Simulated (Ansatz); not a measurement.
C₂H₆OSn (`C[O][Sn][CH3]`), relaxed with RKS PBE0-D4/def2-TZVP in the Gaussian-basis code of Ansatz from a PBE-D4/def2-SVP geometry. The force threshold is 0.005 eV/Å; the program also tests the step.

Total charge 0; spin multiplicity 1. Sn: def2 effective core potential.

Start:

```xyz
10

C    -0.302   -1.283    1.010
O    -1.162   -0.193    1.210
Sn   -1.215    1.596    0.243
C     0.491    1.229   -1.157
H     0.224   -1.541    1.960
H     0.479   -1.117    0.231
H    -0.882   -2.188    0.710
H     0.290    0.350   -1.805
H     1.429    1.031   -0.597
H     0.648    2.116   -1.805
```

Problem. By how much does the energy fall, and how many steps does the optimiser take? (An estimate is asked.)

Solution. Ansatz gave: 6.64 kJ/mol, in 6 steps.

Problem. Which bonds change most? (Estimate.)

Solution. Computed: O2–Sn3 from 2.034 to 1.980 Å; Sn3–C4 from 2.237 to 2.195 Å; C1–H7 from 1.116 to 1.097 Å; C1–H5 from 1.116 to 1.097 Å.

Problem. Give the relaxed structure. (Best estimate.)

Solution. The calculation gave: 
```xyz
10

C    -0.293   -1.271    0.990
O    -1.145   -0.178    1.178
Sn   -1.192    1.565    0.241
C     0.482    1.208   -1.133
H     0.229   -1.503    1.926
H     0.465   -1.103    0.215
H    -0.874   -2.157    0.707
H     0.287    0.341   -1.770
H     1.408    1.018   -0.581
H     0.634    2.081   -1.773
```
